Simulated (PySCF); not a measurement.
All values below come from PBE-D3(BJ)/def2-TZVP // r2SCAN-D4/def2-SVP (PySCF). All species are isolated molecules in the gas phase. 

Reference species: [Zr(F)4] (neutral, multiplicity 1).

```yaml
mean_distance_from_the_central_atom_to_its_bonded_neighbours: 1.901 Å
coordination_number: 4
LUMO: -2.26 eV
charge on the central atom (Mulliken): 1.63 e
```

Changed species: [Zr(Cl)(F)3] (3 of 4 Cl replaced by F; the reference has 4 of 4 Cl replaced by F).

### Question
Give the shifts of the mean distance from the central atom to its bonded neighbours, coordination number, LUMO and charge on the central atom (Mulliken).

### Answer
the mean distance from the central atom to its bonded neighbours rises by 0.108 Å, to 2.009 Å; the coordination number is nearly the same; the LUMO falls by 0.44 eV, to -2.70 eV; the charge on the central atom (Mulliken) decreases by 0.10 e, to 1.53 e.
